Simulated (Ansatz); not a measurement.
Basis-set series for `[AlH2][O][SiH2][SiH3]`. The species carries charge 0 and has multiplicity 1. Geometry: relaxed with PBE0-D4/def2-TZVP. It is one conformer, not always the lowest.

```tsv
functional	basis	functions	energy (Eh)	HOMO (eV)	LUMO (eV)
PBE0-D4	def2-TZVPP	255	-900.53922	-7.82	-1.22
PBE0-D4	def2-QZVPP	477	-900.57168	-7.82	-1.27
ωB97M-V	def2-TZVPP	255	-900.88062	-9.89	0.35
ωB97M-V	def2-QZVPP	477	-900.91106	-9.89	0.11
```

Give the rows for def2-SVP. (Estimate.)

Computed: 
```json
{"functional": "PBE0-D4", "basis": "def2-SVP", "functions": "103", "energy (Eh)": "-900.14994", "HOMO (eV)": "-7.83", "LUMO (eV)": "-1.12"}
{"functional": "ωB97M-V", "basis": "def2-SVP", "functions": "103", "energy (Eh)": "-900.48693", "HOMO (eV)": "-9.85", "LUMO (eV)": "0.57"}
```

Positive LUMOs are unbound and depend on the basis.
